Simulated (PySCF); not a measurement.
The dipole of `[SiH3]CCS[SiH3]` from its density and from atomic charges.

Coordinates (GFN2-xTB, Å) and charges (e) from the PBE0/pcSseg-1 density (PySCF):

```tsv
atom	x	y	z	Mulliken	IAO	Hirshfeld	ESP-fitted
Si1	-2.099	0.693	-0.173	+0.5066	+0.5927	+0.2967	+0.3311
C2	-0.860	-0.236	0.941	-0.5136	-0.5342	-0.1614	-0.0805
C3	-0.032	-1.255	0.185	-0.3364	-0.3106	-0.0641	-0.3963
S4	0.854	-0.528	-1.243	-0.2997	-0.2011	-0.0848	-0.2967
Si5	2.488	0.501	-0.310	+0.4617	+0.5434	+0.3011	+0.5079
H6	-1.426	1.758	-0.912	-0.0651	-0.1094	-0.0804	-0.0851
H7	-3.111	1.279	0.711	-0.0942	-0.1236	-0.0834	-0.1189
H8	-2.722	-0.267	-1.082	-0.0827	-0.1194	-0.0769	-0.0683
H9	-0.196	0.480	1.430	+0.1518	+0.1444	+0.0354	+0.0620
H10	-1.391	-0.763	1.738	+0.1466	+0.1505	+0.0428	+0.0618
H11	0.709	-1.742	0.821	+0.1619	+0.1469	+0.0400	+0.1654
H12	-0.671	-2.019	-0.255	+0.1681	+0.1603	+0.0457	+0.2093
H13	2.294	0.405	1.131	-0.0806	-0.1163	-0.0671	-0.0943
H14	2.446	1.882	-0.766	-0.0619	-0.1104	-0.0702	-0.0884
H15	3.714	-0.179	-0.704	-0.0625	-0.1132	-0.0734	-0.1092
```

Problem. Compute μ = Σ q r for each scheme (1 e·Å = 4.803 D) and compare with the dipole of the full density.

Solution. The full density gives (0.53, -0.16, 1.84) D, 1.92 D in size; dipole vectors point from the negative to the positive end.

| scheme | μx | μy | μz | size (D) | share of the full size (%) | angle to the full dipole (°) |
| --- | --- | --- | --- | --- | --- | --- |
| Mulliken | 0.44 | 1.31 | 1.15 | 1.80 | 94 | 52 |
| IAO | 0.35 | 0.61 | 0.67 | 0.97 | 51 | 45 |
| Hirshfeld | 0.53 | -0.15 | 0.34 | 0.65 | 34 | 42 |
| ESP-fitted | 0.55 | -0.19 | 1.86 | 1.95 | 102 | 1 |

Problem. Which set comes closest?

Solution. Length of the difference vector: ESP-fitted 0.04 D, IAO 1.41 D, Hirshfeld 1.50 D, Mulliken 1.63 D. Closest: ESP-fitted. The schemes that divide the density aren't constrained to reproduce the dipole.

Problem. What is left for the Hirshfeld atoms' own dipoles?

Solution. The Hirshfeld atoms' densities add up to the full density, so μ = Σ q r + Σ (atomic dipoles). The atomic dipoles sum to (0.53, -0.16, 1.84) − (0.53, -0.15, 0.34) = (0.00, -0.01, 1.50) D, 1.50 D in size.

Problem. With the origin at the mean of the coordinates, (0.000, 0.001, 0.101) Å, which are the largest single terms, by size, of the Mulliken dipole along the direction of the full one?

Solution. Si1 -2.20, S4 +1.45, C2 -1.45, H10 +0.88, H9 +0.86 D; all 15 atoms together +1.12 D. The single terms depend on the origin, their sum doesn't.

Problem. Give the size of the full dipole in other units.

Solution. 1.92 D = 0.755 au = 0.400 e·Å = 6.40 × 10⁻³⁰ C·m.

One conformer (not necessarily the lowest) at the GFN2-xTB geometry, without solvent, vibrations or thermal averaging. GFN2-xTB frequencies show an imaginary mode (93i cm⁻¹), so this geometry is no minimum at that level.

The values belong to the conformer `[SiH3:1][CH2:2][CH2:3][S:4][SiH3:5]`: Si1–C2–C3–S4 55°, C2–C3–S4–Si5 77°.
